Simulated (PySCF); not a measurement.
Compound: C6H10N2.
Z-matrix (Å and degrees, PBE0-D3(BJ)/def2-SVP geometry), rows numbered from 1:
```
C 
C   1  1.5287
C   2  1.5286  1  111.73
C   2  1.4971  1  111.77  3   126.17
N   4  1.3132  2  125.89  1   116.79
C   5  1.3678  4  106.11  2  -179.91
C   6  1.3727  5  110.47  4     0.01
N   4  1.3650  2  123.36  1   -63.12
H   1  1.1010  2  110.84  3    58.12
H   1  1.1032  2  111.44  3   -61.21
H   1  1.0999  2  111.18  3   178.53
H   2  1.1009  1  108.56  3  -119.72
H   3  1.1032  2  111.45  1    61.10
H   3  1.0999  2  111.19  1  -178.62
H   3  1.1010  2  110.83  1   -58.22
H   6  1.0895  5  121.80  4   179.99
H   7  1.0871  6  132.61  5   179.98
H   8  1.0109  4  126.22  2     0.00
```

Computed at PBE0/pcSseg-1 (PySCF, non-relativistic), with Q(14N) = 0.02044 b: N5, 14N (I = 1): χzz = -4.405 MHz, η = 0.034; N8, 14N (I = 1): χzz = -3.014 MHz, η = 0.154.

(1) Where would the pure quadrupole (NQR) lines of 14N at N5 fall for the rigid, isolated species?

(2) Find the zero-field quadrupole resonance frequencies of 14N at N8.

Answers

(1) From ν± = (3/4)|χ|(1 ± η/3) and ν0 = |χ|η/2: ν+ 3.341 MHz, ν− 3.266 MHz, ν0 0.074 MHz (pyridine-type nitrogen).

(2) From ν± = (3/4)|χ|(1 ± η/3) and ν0 = |χ|η/2: ν+ 2.376 MHz, ν− 2.145 MHz, ν0 0.232 MHz (pyrrole-type nitrogen).

In a crystal, neighbours and librations shift these lines. With so small a basis the couplings can be 20 % off.

One conformer stands for the species.
